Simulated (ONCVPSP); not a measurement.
## Which change was made? (Ne, ONCV)

- Element: Ne (Z = 10)
- Generator: ONCVPSP 4.0.1
- Type: optimised norm-conserving Vanderbilt (ONCV)
- Functional: PBE
- Relativity: scalar-relativistic
- Frozen core: [He]
- Valence charge: 8
- Reference configuration: 2s2 2p5 (charge +1)
- Partial waves: 2s: rc 0.75 bohr, ncon 5, nbas 8, qcut 8.6 1/bohr, 1 projector; 2p: rc 1.10 bohr, ncon 5, nbas 10, qcut 10.8 1/bohr, 2 projectors, debl 1.4 Ha; d scattering state at 0.41 Ha: rc 1.05 bohr, ncon 3, nbas 7, qcut 10.1 1/bohr, 2 projectors, debl 2.6 Ha
- Local potential: polynomial inside 0.55 bohr (lpopt 3, dvloc0 1 Ha)
- Core correction: Teter function, fcfact 5.25, rcfact 1.4

Cutoffs, loose and tight: the cutoffs (Ha) at which the residual kinetic energy of the hardest occupied pseudo-wave falls to 1 and 0.1 mHa per electron. They do not see the model core or the augmentation charge, which bear on the density cutoff. Test errors are all-electron minus pseudo excitation energies from the reference, over the configurations 2s2 2p6; 2s2 2p4; 2s2 2p3; 2s1 2p6; variants that change the core or the reference have their own tests.

The base gives: outcome: generated; cutoff, loose: 233 Ha; cutoff, tight: 288 Ha; bound ghosts: none; GHOST(+) flags above zero: none; largest test error (meV): +346.

(1) After one change the result is: outcome: generated; cutoff, loose: 248 Ha; cutoff, tight: 297 Ha; bound ghosts: none; GHOST(+) flags above zero: none; largest test error (meV): +452. Which change was it?
A. s: qcut 7.5; p: qcut 9.4; d: qcut 8.8
B. s: qcut 10.7; p: qcut 13.4; d: qcut 12.5
C. s: qcut 12.5; p: qcut 15.6; d: qcut 14.6

Results:

(1) A. The others give: s: qcut 12.5; p: qcut 15.6; d: qcut 14.6 → outcome: generated; cutoff, loose: 74 Ha; cutoff, tight: 196 Ha; bound ghosts: none; GHOST(+) flags above zero: none; largest test error (meV): +164 | s: qcut 10.7; p: qcut 13.4; d: qcut 12.5 → outcome: generated; cutoff, loose: 114 Ha; cutoff, tight: 260 Ha; bound ghosts: none; GHOST(+) flags above zero: none; largest test error (meV): +221.
